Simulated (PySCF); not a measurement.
Isomers of C5H15N3Si. Level of theory: PySCF 2.14.0, PBE0-D3(BJ)/def2-SVP geometry optimisation, gas phase. One conformer each; no zero-point energy, no entropy. No frequencies were run at this level. Point groups hold within 0.08 Å.

**Question.** Rank from lowest to highest electronic energy at this level (kJ/mol).
A. `[CH2:1]=[CH:2][CH2:3][Si:4]([NH2:5])([NH2:6])[N:7]([CH3:8])[CH3:9]` with C1–C2–C3–Si4 87°, C2–C3–Si4–N5 51°, C3–Si4–N5–H -41° and 178°, C3–Si4–N6–H 166° and -51°, C3–Si4–N7–C8 96°
B. `[H]/[N:9]=[CH:8]/[CH2:7][N:5]([SiH2:4][N:2]([CH3:1])[CH3:3])[CH3:6]` with C1–N2–Si4–N5 52°, N2–Si4–N5–C6 -139°, Si4–N5–C7–C8 103°, N5–C7–C8–N9 132°

**Answer.** A (0.0), B (169.9).

As drawn, the lower has an Si–C bond and a C=C bond outside aromatic rings, which the higher lacks; the higher has a C=N bond, which the lower lacks.

| SMILES | E (Eh) | E rel (kJ/mol) | dipole (D) | point group | A, B, C (MHz) |
| --- | --- | --- | --- | --- | --- |
| C=CC[Si](N)(N)N(C)C | -652.48369 | 0.0 | 1.48 | C1 | 1466, 1164, 941.7 |
| [H]/N=C/CN(C)[SiH2]N(C)C | -652.41897 | 169.9 | 1.23 | C1 | 2161, 728.3, 657.2 |
